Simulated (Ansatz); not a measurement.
The cluster Cs3I4, relaxed as a doublet with UKS PBE0-D4/def2-SVP in Ansatz, starting from the GFN1-xTB geometry. Force threshold 0.02 eV/Å.

In the def2 sets Cs, I take a core potential; there is no spin–orbit coupling. In the doublet, I5 and I7 lie 3.26 Å apart (atoms count from 1), so these atoms are partly bonded to each other. The structure comes from a short search, and lower isomers may exist.

Start:

```xyz
7

Cs   -1.3680    3.0629   -1.6351
Cs    0.6749   -0.9377   -1.8117
Cs   -0.4982    0.6136    1.9780
I    -2.9733   -0.0918   -0.9053
I    -0.2116   -3.1365    1.2173
I     1.9710    2.4262   -0.3412
I     2.4052   -1.9367    1.4980
```

Task: Estimate the energy that the relaxation releases and the steps that it takes.

Result: 15.2 kcal/mol, in 5 steps; 31 s on 4 threads of Intel Xeon 6975P-C on a shared host. The force fell under the threshold at step 4, but the optimiser went on. No frequencies were taken in this run, so the end may be a saddle point.

Task: Does the start keep its bonding?

Result: By distances, no bond broke or formed. The bond that changes most is I5–I7, from 2.89 to 3.26 Å (atoms count from 1).

Task: Predict the relaxed structure.

Result: 
```xyz
7

Cs   -1.5770    3.5802   -1.9154
Cs    0.8054   -1.2296   -1.6943
Cs   -0.3886    0.3296    2.1801
I    -2.6188    0.2929   -0.9350
I    -0.3064   -3.3661    1.2652
I     1.4711    2.3425   -0.4822
I     2.6142   -1.9495    1.5815
```
Bond lengths (bridged metal pairs left out): 10 × Cs–I 3.59 to 3.83 Å; 1 × I–I 3.26 Å.
